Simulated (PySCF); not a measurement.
Structure from NMR data

An unknown has the formula C$_{7}$H$_{8}$. Its calculated NMR data are:

$^{1}$H NMR (400 MHz, computed): δ 6.62 (dd, J = 6.0, 1.0 Hz, 2H), 6.23 (dd, J = 6.0, 1.0 Hz, 2H), 1.52 (s, 4H).

$^{13}$C{$^{1}$H} NMR (computed): δ 147.5 (CH), 137.2 (CH), 39.3 (C), 15.1 (CH2).

- spin–spin couplings from B3LYP/pcJ-1 (without the spin–dipole term)
- structure optimised with PBE0-D3(BJ)/def2-SVP
- NMR shieldings at PBE0/pcSseg-1/GIAO
- code: PySCF 2.14.0 with density-fitted response routines
- a single conformation, isolated molecule, relativity neglected, averaged over atoms made equivalent by symmetry, fast rotation or ring inversion

References, each an isolated molecule treated in the same way: TMS for $^{1}$H (31.27 ppm), $^{13}$C (184.41 ppm).

What is the structure?

Answers


The formula gives 4 degrees of unsaturation (2 rings in the answer). 4 carbon signals for 7 carbons: some carbons are equivalent by symmetry or fast rotation. Carbon types of the structure: 1 × C, 4 × CH, 2 × CH2, which accounts for all hydrogens. δC 147.5, 137.2: alkene CH; an sp2 carbon of a C=C bond. δC 39.3, 15.1: three-membered-ring carbon. δH 6.62, 6.23: hydrogen on an alkene CH; olefinic region. δH 1.52: hydrogen on a three-membered-ring carbon; cyclopropane-type protons are shielded by the ring. The protons at 6.62 and 6.23 share a coupling of 6.0 Hz (vicinal, cis across C=C).

These data were computed for spiro[2.4]hepta-4,6-diene (SMILES C1=CC2(C=C1)CC2).

The shifts were computed for this structure.

Multiplet labels drop couplings under 1 Hz and merge nearly equal ones. Couplings among chemically equivalent protons are left out too, so labels in AA′BB′ or AA′XX′ sets are apparent multiplicities. Unscaled 3J(H,H) at this level run about 10 % above measured values. Shifts are as computed. Against solution values, carbons near 30 ppm lie about +2 ppm off and those near 130 ppm about +5 ppm. Of 1211 compounds with measured shifts, 218 miss one by over three times the rms of a fit or turn the order of signals round; such compounds aren't used in these exercises.
